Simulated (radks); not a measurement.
Q: Excited configurations of Sn+: one electron is placed in a higher orbital outside [Kr] 4d10 5s2. The ground configuration is [Kr] 4d10 5s2 5p1. Calculated with a radial shooting solver on a logarithmic mesh with Libxc functionals: scalar-relativistic Kohn-Sham, PBE, spin-polarised, spherical densities, finite nucleus; open shells are filled with parallel spins first (spin-orbit coupling, left out, can overturn this in heavy ions); Fermi nuclear charge, rms radius 4.6519 fm. Excitation = E - E(ground); binding = E(ion) - E, where the ion is the core of charge +2; n* = 2/sqrt(2 binding) in atomic units, and the quantum defect is n - n*.

outer orbital  excitation (eV)  binding (eV)     n*  quantum defect  eigenvalue (eV)  <r> (bohr)
4f                      10.481         3.677  3.847           0.153           -2.622       8.270
5d                       7.555         6.602  2.871           2.129           -4.642       4.921
5f                      11.632         2.526  4.642           0.358           -1.900       13.97
6p                       8.101         6.057  2.998           3.002           -4.782       6.700
6d                      10.286         3.871  3.750           2.250           -2.987       9.765
6f                      12.341         1.816  5.474           0.526           -1.430       20.97
7s                       9.877         4.280  3.566           3.434           -3.428       10.12
7f                      12.801         1.357  6.334           0.666           -1.096       29.38

Estimate the row for 7d.

A: excitation (eV) 11.644; binding (eV) 2.513; n* 4.653; quantum defect 2.347; eigenvalue (eV) -2.009; <r> (bohr) 15.87. The Delta-SCF ionisation energy is 14.158 eV (NIST Atomic Spectra Database: 14.633 eV, measured). Self-interaction in the functional shifts the binding energies and quantum defects, so they are the method's values and not measured ones. Open shells are spherical and high-spin; term and fine-structure splittings are not resolved. Spin-orbit splitting is averaged out at the scalar-relativistic level.
